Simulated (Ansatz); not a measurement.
## AlBrF2GeH2: where a starting geometry ends

The starting geometry of this gas-phase singlet was optimised with GFN2-xTB.

```xyz
7

Al   -2.3262   -1.9456    1.6276
Br   -0.8915   -3.4936    0.2535
F    -0.9357   -0.9915    1.9714
F     1.5642   -2.8508    2.3055
Ge    1.0050   -1.9214    0.8795
H    -2.7733   -2.8041    2.8121
H    -3.1744   -1.2530    0.5508
```

Question: Where would you expect an optimisation with PBE0-D3(BJ)/def2-SVP to take it?

Answer: A new bond forms, giving a structure with Br2 bridging Al1 and Ge5, F3 bridging Ge5 and Al1, given below by its coordinates. Contacts that close: F3–Ge5 (2.41 → 2.00 Å).

The energy falls by 0.38 eV over 12 steps:

| step | E − E(last) (eV) |
| --- | --- |
| 1 | 0.377 |
| 2 | 0.133 |
| 3 | 0.075 |
| 5 | 0.008 |
| 6 | 0.005 |
| 7 | 0.001 |
| 8 | 0.001 |
| 10 | 0.000 |
| 11 | 0.000 |
| 12 | 0.000 |

Final geometry (Å):

```xyz
7

Al   -2.2325   -2.0307    1.5606
Br   -0.9108   -3.5225    0.0804
F    -0.7161   -1.0453    1.7672
F     1.1996   -2.7680    2.4609
Ge    0.9313   -1.8755    0.9840
H    -2.5673   -2.8019    2.8945
H    -3.2361   -1.2160    0.6530
```

The end wasn't checked by frequencies. Run with Ansatz 0.2.0, 52 s on 2 threads of Intel(R) Xeon(R) Platinum 8259CL CPU @ 2.50GHz (Skylake/Cascade Lake), with other jobs on the host.
